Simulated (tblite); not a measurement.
Species: C5H4ClS (doublet state).
Atom-mapped SMILES: `[CH2:1][c:2]1[cH:3][cH:4][c:5]([Cl:6])[s:7]1` (hydrogens: H8, H9 on C1; H10 on C3; H11 on C4)
Bond orders are those of one Lewis drawing.

Computed with GFN2-xTB (tblite), gas phase: L-BFGS steps from a force-field or distance-geometry start until the largest atomic force falls under 0.01 eV/Å.

Geometry at step 5:
```
atom  x, y, z in Å
C1     -2.1281   -0.2493    0.1305
C2     -0.7765   -0.2118    0.2060
C3      0.0282    0.8804   -0.1626
C4      1.3675    0.5909   -0.2196
C5      1.6720   -0.7016    0.1306
Cl6     3.2485   -1.3160    0.1634
S7      0.2682   -1.6154    0.5420
H8     -2.6679    0.6360   -0.1650
H9     -2.7141   -1.1335    0.2836
H10    -0.4024    1.8238   -0.4221
H11     2.1100    1.2994   -0.5128
```

Problem. What forces act on the atoms?

Solution. 
| atom | Fx (eV/Å) | Fy (eV/Å) | Fz (eV/Å) |
| --- | --- | --- | --- |
| C1 | -0.168 | -0.065 | -0.004 |
| C2 | -0.158 | -0.297 | -0.286 |
| C3 | -0.092 | 0.178 | -0.026 |
| C4 | 0.159 | 0.307 | -0.028 |
| C5 | 0.056 | 0.108 | -0.001 |
| Cl6 | 0.191 | -0.286 | 0.069 |
| S7 | -0.370 | -0.158 | 0.105 |
| H8 | 0.079 | -0.027 | 0.090 |
| H9 | 0.081 | -0.103 | 0.159 |
| H10 | -0.049 | 0.183 | -0.019 |
| H11 | 0.270 | 0.159 | -0.058 |

The largest, 0.44 eV/Å, acts on C2; the rms over all components is 0.165 eV/Å. The forces sum to zero within rounding, as they must for an isolated molecule in no field.

Problem. Give the force on C2 in Eh/bohr and in nN.

Solution. 0.442 eV/Å ÷ 51.422 = 0.00859 Eh/bohr, and 0.442 eV/Å × 1.602 = 0.71 nN.

Problem. How far is this geometry from the end of the optimisation?

Solution. 0.068 eV above it, and 0.098 Å rms away after alignment. The bonds farthest from their final lengths, with half the difference of the two atoms' forces along the bond (positive lengthens):

```
  bond  now (Å)  final (Å)  force along bond (eV/Å)
C5–Cl6    1.692      1.703                    +0.14
 C3–C4    1.371      1.382                    +0.11
 C5–S7    1.725      1.734                    +0.26
 C2–C3    1.406      1.415                    +0.17
 C2–S7    1.782      1.774                    -0.08
C4–H11    1.067      1.075                    -0.01
```

The angle farthest from its final value is C1–C2–C3, 125.3° against 128.6°.

Of the 2 listed bonds off by 0.010 Å or more, this force points towards the final length in 2.

The cost below is that of the whole relaxation. The run took 0.25 s on one thread, Arm Neoverse V1 (aarch64), no GPU, shared host with 32 logical CPUs at a one-minute load of 14.
